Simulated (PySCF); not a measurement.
**Basis and Hamiltonian dependence of the excitation energy of Zn⁺**

Zn⁺ [Ar] 3d10 4s1 (2S) → Zn⁺ [Ar] 3d9 4s1 5s1 (4D). Calculated with PySCF 2.14 from differences of total energies of unrestricted determinants, without spin-orbit coupling. Values in eV.

```csv
basis,Hamiltonian,functions,UHF,LDA,PBE0,MP2 (valence),CCSD(T) (valence)
aug-cc-pVDZ-PP with ECP10MDF,ECP,54,18.655,22.002,20.882,21.564,20.973
aug-cc-pVTZ-PP with ECP10MDF,ECP,88,17.762,20.955,19.914,20.758,20.158
dyall-ae2z,non-relativistic,92,18.711,21.614,20.666,21.339,n/a
aug-cc-pVTZ-DK,spin-free X2C,93,17.517,20.764,19.700,20.487,19.890
```

Frozen in the all-electron rows: valence: [Ar]; with a core potential, the same shells as far as they lie outside it.

At CCSD(T) (valence), aug-cc-pVDZ-PP with ECP10MDF lies more than 0.3 eV from the median of the rows with comparable relativity.

Non-relativistic rows lack the scalar-relativistic shift. The upper state lies above the first ionisation limit, but in LS coupling its spin forbids autoionisation to the ground ion. A Rydberg-like electron needs more diffuse functions than a valence basis has.
